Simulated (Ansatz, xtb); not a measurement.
# CH4ClGe: which of two isomers lies lower

We compare X, `Cl[CH2][GeH2]`, a doublet, with Y, `[CH2][GeH2][Cl]`, a doublet. Both are isolated molecules in the gas phase, relaxed with B3LYP-D3(BJ)/def2-SVP; the shapes shown needn't be the lowest conformers.

X (Å):

```yaml
atoms:
  - { symbol: C, position_ang: [-0.6411, -0.1898, -0.6857] }
  - { symbol: Cl, position_ang: [-2.4155, -0.5298, -0.5372] }
  - { symbol: Ge, position_ang: [-0.0979, 1.0837, 0.7417] }
  - { symbol: H, position_ang: [-0.1083, -1.1449, -0.5928] }
  - { symbol: H, position_ang: [-0.4630, 0.2297, -1.6842] }
  - { symbol: H, position_ang: [-0.4033, 0.4459, 2.1221] }
  - { symbol: H, position_ang: [-0.9063, 2.3966, 0.5731] }
```

Y (Å):

```yaml
atoms:
  - { symbol: C, position_ang: [-0.3204, 0.0368, -1.1345] }
  - { symbol: Cl, position_ang: [-1.1580, -1.1442, 1.8783] }
  - { symbol: Ge, position_ang: [-0.9035, 0.6233, 0.5990] }
  - { symbol: H, position_ang: [0.7388, -0.1222, -1.3607] }
  - { symbol: H, position_ang: [-1.0336, -0.2614, -1.9095] }
  - { symbol: H, position_ang: [0.1553, 1.5026, 1.2852] }
  - { symbol: H, position_ang: [-2.2785, 1.3086, 0.5320] }
```

Quicker runs give these differences E(Y) − E(X): GFN2-xTB −24.9 kJ/mol; HF/STO-3G −211.8 kJ/mol (at GFN2-xTB geometries); r2SCAN-D4/def2-SVP −88.9 kJ/mol (at GFN2-xTB geometries).

Problem. Estimate E(Y) − E(X) at the level CCSD(T)/def2-SVP + ΔMP2/def2-TZVPP.

Solution. Calculated at CCSD(T)/def2-SVP + ΔMP2/def2-TZVPP: E(Y) − E(X) = −72.6 kJ/mol, so structure Y lies lower.

How the difference moves with the method:

```csv
level,geometry,E(Y) − E(X) (kJ/mol),departure from the last row (kJ/mol),"job, with rough time for the two"
GFN2-xTB,GFN2-xTB,−24.9,+47.7,"optimisation, 0.59 s"
HF/STO-3G,GFN2-xTB,−211.8,−139.2,"single point, 4.8 s"
r2SCAN-D4/def2-SVP,GFN2-xTB,−88.9,−16.3,"single point, 20 s"
B3LYP-D3(BJ)/def2-SVP,B3LYP-D3(BJ)/def2-SVP,−68.0,+4.6,"optimisation, 6.4 min"
HF/def2-SVP,B3LYP-D3(BJ)/def2-SVP,−115.1,−42.5,part of the CCSD(T) run
MP2/def2-SVP,B3LYP-D3(BJ)/def2-SVP,−68.0,+4.6,part of the CCSD(T) run
CCSD(T)/def2-SVP,B3LYP-D3(BJ)/def2-SVP,−70.7,+2.0,single point
CCSD(T)/def2-SVP + ΔMP2/def2-TZVPP,B3LYP-D3(BJ)/def2-SVP,−72.6,,"single point, 1.7 min"
```

As drawn, Y has 1 Cl–Ge in place of 1 C–Cl.

None of the levels shown reverses the order. The largest departure from CCSD(T)/def2-SVP + ΔMP2/def2-TZVPP is that of HF/STO-3G, 139.2 kJ/mol. The last row adds to CCSD(T) the change of the MP2 difference between the two basis sets, here −2.0 kJ/mol.

With harmonic frequencies from B3LYP-D3(BJ)/def2-SVP (ideal gas, rigid rotor, one conformer each, 298.15 K, 1 atm): the zero-point term adds −5.8 kJ/mol; ΔH is −77.2 and ΔG −79.6 kJ/mol.

Open shells are spin-unrestricted. The correlated steps freeze 15 core orbitals; the filled d shell of Ge is correlated, in a basis made for valence electrons. Codes used: Ansatz 0.2.0, xtb 6.7.1; the last row on 1 thread of Intel(R) Xeon(R) Processor @ 2.50GHz (Skylake/Cascade Lake) on a shared host.
